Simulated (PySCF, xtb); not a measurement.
C4H8OSi, SMILES C(/C)=C1\OC[SiH2]1.

Harmonic wavenumbers (cm⁻¹) from GFN2-xTB run with xtb 6.7.1 at its own minimum, in rising order: 112, 155, 162, 237, 325, 438, 456, 502, 546, 603, 645, 738, 742, 772, 808, 971, 1007, 1033, 1103, 1133, 1139, 1225, 1270, 1401, 1473, 1479, 1488, 1711, 2272, 2275, 2933, 2955, 2987, 3004, 3021, 3058.

Task: What does PBE-D3(BJ)/def2-SVP run with PySCF 2.14.0 give at its own minimum? (The exact figures need the calculation; the answer reports its results.)

Result: 94, 157, 178, 226, 326, 444, 452, 524, 596, 629, 687, 746, 795, 798, 911, 927, 966, 1001, 1074, 1109, 1135, 1207, 1251, 1348, 1393, 1407, 1413, 1693, 2153, 2163, 2944, 2978, 3010, 3037, 3040, 3077. Paired by order, the mean absolute difference is 35 cm⁻¹ and the zero-point energies are 66.0 and 65.6 kcal/mol.
